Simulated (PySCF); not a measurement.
Stepwise substitution at one centre (In CH3-H). All species are isolated molecules in the gas phase. Strings in code marks are SMILES.

The numbers are results of PBE-D3(BJ)/def2-TZVP // M06-2X/def2-TZVP (PySCF 2.14.0), not measurements. Excitations are Tamm–Dancoff values on a coarser integration grid. The basis has no diffuse functions, so Rydberg states are missing or too high.

```tsv
species	T1 excitation (TDA) (eV)	S1 excitation (TDA) (eV)
0 of 3 CH3 replaced by H (`[CH3][In]([CH3])[CH3]`)	4.11	4.33
1 of 3 CH3 replaced by H (`[CH3][InH][CH3]`)	…	4.19
2 of 3 CH3 replaced by H (`[CH3][InH2]`)	3.94	4.21
3 of 3 CH3 replaced by H	–	–
```

### Question
Some entries are withheld; supply them.

### Answer

- 1 of 3 CH3 replaced by H (`[CH3][InH][CH3]`), T1 excitation (TDA) (eV): 3.96
